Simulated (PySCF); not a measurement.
water (H$_{2}$O), singlet, at a GFN2-xTB geometry.

PySCF was given this input:
```python
from pyscf import gto, scf, dft

mol = gto.M(
    atom='''
O     0.00956971    0.00206403    0.11338892
H    -0.05579359    0.76362201   -0.46612807
H    -0.02076411   -0.78013425   -0.44098332
''',
    basis='aug-cc-pvtz',
    verbose=3,
)

mf = dft.RKS(mol)
mf.xc = 'lda,vwn'
mf = mf.density_fit(auxbasis='def2-universal-jkfit')
mf.kernel()
```

Question: Give the number of basis functions at the level PySCF with DF-SVWN5/aug-cc-pVTZ.

Answer: 92

Question: Give the HOMO energy at the level DF-SVWN5/aug-cc-pVTZ.

Answer: -7.38 eV

Question: What is the computed nuclear repulsion energy (DF-SVWN5/aug-cc-pVTZ)?

Answer: 9.1695 Eh

Question: Give the Mulliken (on the basis functions themselves) charges in atom order at the level DF-SVWN5/aug-cc-pVTZ.

Answer: O1 -0.31, H2 0.16, H3 0.16

Question: What is the computed total energy (DF-SVWN5/aug-cc-pVTZ)?

Answer: -75.905412 Ha
